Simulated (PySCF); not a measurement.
## SiB3H9N4

The system: SiB3H9N4, a molecule; neutral, singlet. The structure, one conformer, was relaxed in the gas phase by PBE0-D3(BJ)/def2-SVP. No frequency run checks that it is a minimum.

SMILES: [SiH3]NB1NBNBN1

| atom | x (Å) | y (Å) | z (Å) |
| --- | --- | --- | --- |
| N1 | 0.937 | 1.361 | 0.034 |
| B2 | 2.301 | 0.957 | 0.036 |
| N3 | 2.579 | -0.443 | 0.027 |
| B4 | 1.542 | -1.424 | 0.016 |
| N5 | 0.194 | -0.969 | 0.013 |
| B6 | -0.160 | 0.427 | 0.022 |
| N7 | -1.528 | 0.862 | 0.020 |
| Si8 | -2.963 | -0.125 | 0.008 |
| H9 | 0.741 | 2.353 | 0.040 |
| H10 | 3.193 | 1.775 | 0.047 |
| H11 | 3.542 | -0.751 | 0.029 |
| H12 | 1.798 | -2.607 | 0.009 |
| H13 | -0.532 | -1.675 | 0.005 |
| H14 | -1.685 | 1.864 | 0.026 |
| H15 | -3.034 | -1.023 | 1.205 |
| H16 | -3.025 | -1.008 | -1.199 |
| H17 | -4.142 | 0.790 | 0.009 |

Shieldings: GIAO PBE0/pcSseg-1. Shifts are against computed references at the same level: H TMS (σ 31.27 ppm), Si TMS (σ 352.0 ppm). Core levels by delta-SCF with SCAN, pcX-2 on the ionised atom and pcseg-1 elsewhere, spin-free X2C; from the vacuum level, for chosen atoms.

**Question.** Give the NMR and core-level values of the distinct atoms.

**Answer.** 
```tsv
atoms	bonded to	σ (ppm)	δ (ppm)	core level (eV)
N1	2 B + 1 H	140.2	-	1s 404.39
B2	2 N + 1 H	72.8	-	1s 195.53
N3	2 B + 1 H	127.4	-	-
B4	2 N + 1 H	72.7	-	-
N5	2 B + 1 H	143.7	-	1s 404.38
B6	3 N	77.7	-	1s 196.10
N7	1 B + 1 Si + 1 H	224.9	-	1s 404.30
Si8	1 N + 3 H	410.1	-58.1	-
H9	1 N	27.03	4.24	-
H10	1 B	26.61	4.66	-
H11	1 N	26.07	5.19	-
H12	1 B	26.54	4.73	-
H13	1 N	26.66	4.61	-
H14	1 N	30.07	1.20	-
H15 H16 H17	1 Si	26.56	4.71	-
```

Values are those of this one static structure, with the three H of a rotating XH3 group averaged; atoms that internal rotation interchanges would show their mean in an NMR spectrum.

The core-hole state of B2 is spin-contaminated (⟨S²⟩ 0.81 against 0.75 for a pure doublet), so that value and differences from it are less sure.

**Question.** By CAM-B3LYP/def2-SVPD (TDDFT singlets, Tamm-Dancoff triplets, ionisation by delta-SCF), where does absorption start, and what does vertical ionisation take?

**Answer.** The first singlet with intensity lies at 6.80 eV (f 0.025); what lies below it is dark. The lowest singlet lies at 6.26 eV (f 0.001), the strongest of the first 6 at 7.42 eV (f 0.439), the lowest triplet at 6.06 eV; vertical ionisation takes 9.20 eV.
